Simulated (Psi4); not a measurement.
GaO (SMILES [O]=[Ga]), doublet, geometry from GFN2-xTB (such geometries of metal compounds can be far from the true shape). Base run: BLYP/def2-SVP (Psi4).

The Psi4 input:
```
memory 2 GB

molecule {
0 2
  Ga   -0.00000000   -0.00000000   -0.33770072
  O     0.00000000    0.00000000    1.30859028
}

set basis def2-svp
set reference uks

energy('blyp')
print_variables()
```

Each row names what was changed in the base input (with any setting that the change needs).

| change | ΔE vs base (mEh) | SCF cycles | grid points | basis functions | outcome |
|---|---|---|---|---|---|
| base | 0.000 | 12 | 43135 | 46 | converged |
| basis_guess = sto-3g | - | - | - | 23 | not converged |
| cholesky_tolerance = 1e-6 (with scf_type cd) | 0.024 | 12 | 43135 | 46 | converged |
| cholesky_tolerance = 1e-3 (with scf_type cd) | -1.823 | 12 | 43135 | 46 | converged |
| puream = false | -10.344 | 12 | 43135 | 50 | converged |
| dft_nuclear_scheme = stratmann | 0.000 | 12 | 41330 | 46 | converged |
| diis_max_vecs = 15 | 0.000 | 12 | 43135 | 46 | converged |
| scf_type = pk | 0.030 | 12 | 43135 | 46 | converged |
| df_basis_scf = cc-pvqz-jkfit | -0.046 | 12 | 43135 | 46 | converged |
| damping_percentage = 20 | -0.003 | 21 | 43135 | 46 | converged |
| dft_radial_points = 35 | -22.550 | 12 | 20302 | 46 | converged |
| basis_guess = true | 0.000 | 1 | 43135 | 46 | converged |
| e_convergence = 1e-8 | 0.000 | 13 | 43135 | 46 | converged |

Open shells are given as the SCF converged; they aren't shown to be the lowest states, and a large step between rows can be another state.
